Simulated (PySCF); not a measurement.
HBr2FGe, SMILES [F][GeH]([Br])[Br] at its PBE0/def2-SVP optimised geometry (Å):

```
5

Ge    -0.8546    -0.4889     0.0000
F     -1.3651     1.1620     0.0000
Br    -1.6476    -1.4281    -1.9183
Br     1.4237    -0.4889     0.0000
H     -1.4237    -1.1620     1.2472
```

Computed with PySCF with PBE0/def2-TZVP. Cells within 0.4 Å of a nucleus heavier than hydrogen are left out (blank, or x).

Map of the HOMO−1 amplitude (bohr^(-3/2)) on the plane z = 0.0 Å; orbital energy -9.08 eV, overall sign arbitrary:

```
|55555555555555555555555555555|
|55555555555555555555555555555|
|55555555555555555544444555555|
|55555555555555554444444445555|
|55555555555555544444444444455|
|55544445555555544444444444445|
|55444444555555444444444444444|
|55444444555555444444444444444|
|55444444xx6555444444444444444|
|5544444xxxx555444433344444444|
|55444443xxx554443333333444444|
|55444444445554433322223344444|
|55544444445544433211112334444|
|55544444445544332100002334444|
|55554444445554432101112344444|
|5554444454xx5443322xx43444455|
|544444445xxxx444444xxx5555555|
|4444444455xx4555566xx67665555|
|44444444445555566788898765555|
|44444444444455566789998765555|
|44444444444455566788887665555|
|44444444444445556677776665555|
|44444444444445555666666655555|
|44444444444445555556665555555|
|44444444444445555555555555555|
|44444444444444555555555555555|
|44444444444444555555555555555|
|44444444444444555555555555555|
|44444444444444555555555555555|
```
Scale: ten equal steps from -0.144 (start of '0') to 0.142 (end of '9'), in the order '0123456789'; x runs from -3.50 to 3.50, y from -3.50 (bottom) to 3.50 (top).
